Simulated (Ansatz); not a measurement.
Start from `CC[SiH3]` and change one atom or group to get `CC[SiH2]C#N`.

Ansatz, PBE0-D4/def2-TZVP geometries, multiplicity 1. Each molecule was computed in one conformer, which needn't be the lowest.

```tsv
property	`CC[SiH3]`
LUMO energy (PBE0/def2-TZVPP) / eV	0.70
size of the dipole moment (ωB97M-V/def2-TZVPP) / D	0.89
HOMO energy (PBE/def2-TZVPP) / eV	-7.24
zero-point energy (PBE0-D4/def2-TZVP) / kJ/mol	235.8
HOMO energy (B3LYP/def2-TZVPP) / eV	-8.32
ideal-gas entropy at 298 K and 1 bar (rigid rotor, harmonic PBE0-D4/def2-TZVP) / J/(mol·K)	298
```

(1) Give the same properties after the change, and the shifts. (Estimate.)

Results:

(1) Ansatz gave: 
| property | `CC[SiH2]C#N` | shift |
| --- | --- | --- |
| LUMO energy (PBE0/def2-TZVPP) / eV | -0.48 | -1.18 |
| size of the dipole moment (ωB97M-V/def2-TZVPP) / D | 3.99 | 3.10 |
| HOMO energy (PBE/def2-TZVPP) / eV | -7.76 | -0.52 |
| zero-point energy (PBE0-D4/def2-TZVP) / kJ/mol | 239.2 | 3.4 |
| HOMO energy (B3LYP/def2-TZVPP) / eV | -8.85 | -0.53 |
| ideal-gas entropy at 298 K and 1 bar (rigid rotor, harmonic PBE0-D4/def2-TZVP) / J/(mol·K) | 345 | 47 |

With PBE0 the HOMO falls by 0.53 eV and the LUMO falls by 1.18 eV, so the gap narrows by about 0.65 eV. PBE moves the HOMO by -0.52 eV and ωB97M-V by -0.51 eV. The zero-point energy changes by 3.4 kJ/mol with +3 modes. Dipoles are sizes alone; their direction can turn.

B3LYP here is the variant with VWN-RPA as its local correlation; programs differ in this.
